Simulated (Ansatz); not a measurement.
Ideal-gas functions of Br2H2O2Ti, SMILES `[OH][Ti]([OH])([Br])[Br]` at 298.15 K and 1 bar, from an Ansatz frequency run at PBE0-D4/def2-TZVP.

Molar mass 241.69 g/mol, point group Cs (symmetry number 1), electronic degeneracy 1, moments of inertia 272.412, 662.657, 786.386 u Å². Harmonic wavenumbers (cm⁻¹, unscaled): 82, 106, 141, 145, 186, 193, 255, 299, 320, 404, 427, 795, 829, 3914, 3933.

Use S(trans) = R[1.5 ln M + 2.5 ln T − 1.1517]; rotational temperatures θ = 24.2544 K / I; S(rot) = R[ln(√π/σ · √(T³/θAθBθC)) + 1.5]; for each mode x = 1.438777 ν̃/T, S = R[x/(eˣ − 1) − ln(1 − e⁻ˣ)] and H = RT x/(eˣ − 1); 1 cm⁻¹ = 0.0119627 kJ/mol; R = 8.31446 J/(mol·K).

**Question.** By hand: the entropy, in J/(mol·K).

**Answer.** Translation 177.3. Rotation: θ = 0.089, 0.0366, 0.0308 K, giving 126.6. Vibration, mode by mode: 16.08, 13.98, 11.67, 11.45, 9.49, 9.20, 7.10, 5.95, 5.48, 3.97, 3.63, 0.88, 0.77, 0.00, 0.00, in all 99.7. Electronic 0.0. Sum 403.6 J/(mol·K).

**Question.** By hand: H − E and G − E in kJ/mol, counted from the electronic energy.

**Answer.** Zero-point energy ½ × 12029 × 0.0119627 = 71.9; thermal vibration 15.7; translation, rotation and pV give 4 RT = 9.9. H − E = 97.5 kJ/mol, and G − E = 97.5 − 298.15 × 403.6/1000 = -22.8 kJ/mol.

Vibration gives 25 % of the entropy, 53.2 J/(mol·K) of it from the modes under 150 cm⁻¹: soft modes count most, and the harmonic formula is weakest for them. The sum counts one conformer and one mirror image; others add a mixing term.
